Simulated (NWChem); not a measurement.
System: C5H5F; SMILES [C@H]1(C[C@@H]1C#C)F

NWChem input:

```
start job
memory heap 200 mb stack 900 mb global 1100 mb
geometry units angstroms noautoz
  C      0.490065     2.396085    -0.163175
  C     -0.059713     1.354427     0.120174
  C     -0.716962     0.126517     0.470618
  C     -1.078639    -0.883263    -0.612301
  C      0.014515    -1.184420     0.339086
  F      1.282437    -1.162759    -0.118617
  H      0.981777     3.316867    -0.416495
  H     -1.404088     0.200356     1.320964
  H     -2.027959    -1.417349    -0.526988
  H     -0.775080    -0.618947    -1.627943
  H     -0.128192    -1.934172     1.124433
end
basis spherical
  * library 6-31g*
end
dft
  xc r2scan
  grid xcoarse
  iterations 150
  mulliken
end
task dft gradient
```

Excerpt of the output:

```
             Northwest Computational Chemistry Package (NWChem) 7.3.0
             --------------------------------------------------------

 C1  symmetry detected

                             Geometry "geometry" -> ""
                             -------------------------

 Output coordinates in angstroms (scale by  1.889725989 to convert to a.u.)

  No.       Tag          Charge          X              Y              Z
 ---- ---------------- ---------- -------------- -------------- --------------
    1 C                    6.0000     0.44928931     2.40432088    -0.16833282
    2 C                    6.0000    -0.08383448     1.35525725     0.11948381
    3 C                    6.0000    -0.72147143     0.11854893     0.47518295
    4 C                    6.0000    -1.06527477    -0.90228962    -0.60318034
    5 C                    6.0000     0.03140541    -1.18093974     0.35100263
    6 F                    9.0000     1.29939680    -1.14089411    -0.10526661
    7 H                    1.0000     0.92628260     3.33172843    -0.42559504
    8 H                    1.0000    -1.41080454     0.18537024     1.32432218
    9 H                    1.0000    -2.00588943    -1.45132971    -0.51638375
   10 H                    1.0000    -0.76474567    -0.63805913    -1.61974524
   11 H                    1.0000    -0.10009840    -1.92904916     1.13986402

 Effective nuclear repulsion energy (a.u.)     209.0123027771

                                 NWChem DFT Module
                                 -----------------

 Summary of "ao basis" -> "ao basis" (spherical)
 ------------------------------------------------------------------------------
       Tag                 Description            Shells   Functions and Types
 ---------------- ------------------------------  ------  ---------------------
 C                           6-31g*                  6       14   3s2p1d
 F                           6-31g*                  6       14   3s2p1d
 H                           6-31g*                  2        2   2s

            General Information
            -------------------
          SCF calculation type: DFT
          Wavefunction type:  closed shell.
          No. of atoms     :    11
          No. of electrons :    44
           Alpha electrons :    22
            Beta electrons :    22
          Charge           :     0
          Spin multiplicity:     1
          Use of symmetry is: off; symmetry adaption is: off
          Maximum number of iterations: 150
          AO basis - number of functions:    94
                     number of shells:    46
          Convergence on energy requested:  1.00D-06
          Convergence on density requested:  1.00D-05
          Convergence on gradient requested:  5.00D-04

              XC Information
              --------------
                      r^2SCAN Method XC Functional
               r^2SCAN metaGGA Exchange Functional  1.000
                     r^2SCAN Correlation Potential  1.000

             Grid Information
             ----------------
          Grid used for XC integration:  xcoarse
          Radial quadrature: Mura-Knowles
          Angular quadrature: Lebedev.
          Tag              B.-S. Rad. Rad. Pts. Rad. Cut. Ang. Pts.
          ---              ---------- --------- --------- ---------
          C                   0.70       21          11.0       194
          F                   0.50       21          11.0       194
          H                   0.35       21          12.0       194
          Grid pruning is: on
          Number of quadrature shells:   231
          Spatial weights used:  Erf1

      Superposition of Atomic Density Guess
      -------------------------------------

 Sum of atomic energies:        -290.16476546

      Non-variational initial energy
      ------------------------------

 Total energy =    -293.603628
 1-e energy   =    -809.040916
 2-e energy   =     306.424985
 HOMO         =      -0.270985
 LUMO         =       0.069005

     ---------------------------------------------
      Total Density - Mulliken Population Analysis
     ---------------------------------------------

    Atom       Charge   Shell Charges
 -----------   ------   -------------------------------------------------------
    1 C    6     6.56   2.00  0.75  1.95  0.70  1.14  0.03
    2 C    6     5.79   2.00  0.74  1.86  0.49  0.66  0.04
    3 C    6     6.34   2.00  0.70  1.94  0.57  1.09  0.04
    4 C    6     6.51   2.00  0.72  2.01  0.66  1.09  0.04
    5 C    6     5.56   2.00  0.68  1.66  0.52  0.64  0.07
    6 F    9     9.47   2.00  0.94  3.40  1.01  2.10  0.01
    7 H    1     0.71   0.42  0.29
    8 H    1     0.74   0.46  0.28
    9 H    1     0.76   0.46  0.30
   10 H    1     0.75   0.46  0.30
   11 H    1     0.81   0.48  0.33

[...]

                         DFT ENERGY GRADIENTS

    atom               coordinates                        gradient
                 x          y          z           x          y          z
   1 C       0.849034   4.543508  -0.318103   -0.000632  -0.001589   0.000252
   2 C      -0.158424   2.561065   0.225792   -0.001173  -0.001170   0.001817
   3 C      -1.363383   0.224025   0.897966    0.001453  -0.007680  -0.005842
   4 C      -2.013077  -1.705080  -1.139846    0.005285   0.002402   0.008283
   5 C       0.059348  -2.231653   0.663299    0.009511   0.006526  -0.010331
   6 F       2.455504  -2.155977  -0.198925   -0.014519  -0.000831   0.005784
   7 H       1.750420   6.296054  -0.804258    0.001915   0.004095  -0.001105
   8 H      -2.666034   0.350299   2.502606   -0.000637   0.000440   0.001519
   9 H      -3.790581  -2.742615  -0.975824   -0.001677  -0.001185   0.000249
  10 H      -1.445160  -1.205757  -3.060875    0.000592   0.000261  -0.002401
  11 H      -0.189159  -3.645374   2.154031   -0.000118  -0.001269   0.001776
```

Level: r2SCAN/6-31G* (spherical d). Structure relaxed at the PBE0/def2-SVP level.
